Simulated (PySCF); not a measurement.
`O[SiH2][Si@H]1C[C@H]1Cl`, C2H7ClOSi2

Cartesian coordinates in Å; atom numbers follow the order of the lines, from 1:
```xyz
13

O     2.957   -0.516   -0.787
Si    1.831    0.235    0.117
Si   -0.247   -0.362   -0.649
C    -1.668   -0.554    0.594
C    -1.704    0.761   -0.155
Cl   -1.387    2.203    0.820
H     3.133   -1.451   -0.752
H     2.195    1.627   -0.112
H     2.010   -0.138    1.528
H    -0.596   -1.055   -1.895
H    -2.504   -1.214    0.405
H    -1.459   -0.478    1.652
H    -2.565    0.943   -0.784
```

Computed, not measured: TDDFT BHandHLYP/def2-SVPD circular dichroism and optical rotation, one conformer, gas phase (PySCF 2.14.0). Geometry: GFN2-xTB.

The molecule is flexible and this is one conformer; a measurement averages over conformers. Singlets 6 and 7 lie within 0.01 eV of each other, so their separate moments and overlaps can depend on how they mix.

(1) Draw the ECD and absorption spectra from the lowest 12 states, each a Gaussian of half-width 0.2 eV at 1/e height.

Results:

(1) 
| E (eV) | λ (nm) | Δε (L mol⁻¹ cm⁻¹) | ε (L mol⁻¹ cm⁻¹) |
| --- | --- | --- | --- |
| 4.71 | 263 | +0.01 | 4.84 |
| 4.86 | 255 | +0.21 | 117 |
| 5.01 | 247 | +1.68 | 922 |
| 5.16 | 240 | +4.28 | 2350 |
| 5.31 | 233 | +3.43 | 2000 |
| 5.46 | 227 | -1.49 | 1420 |
| 5.61 | 221 | -15.62 | 5890 |
| 5.76 | 215 | -30.97 | 12400 |
| 5.91 | 210 | -9.58 | 9130 |
| 6.06 | 205 | +20.23 | 3600 |
| 6.21 | 200 | +18.94 | 2420 |
| 6.36 | 195 | -0.06 | 2300 |
| 6.51 | 190 | -27.96 | 3440 |
| 6.66 | 186 | -32.03 | 4250 |
| 6.81 | 182 | -7.42 | 3580 |
| 6.96 | 178 | +10.75 | 2600 |
| 7.11 | 174 | +28.37 | 2430 |
| 7.26 | 171 | +35.17 | 3090 |
| 7.41 | 167 | +18.82 | 2420 |

Δε uses R in velocity form, ε uses f in length form. Only the states computed contribute, so the short-wavelength end is incomplete.

The sign of the CD band at 170 nm isn't settled: the length form gives the opposite one.
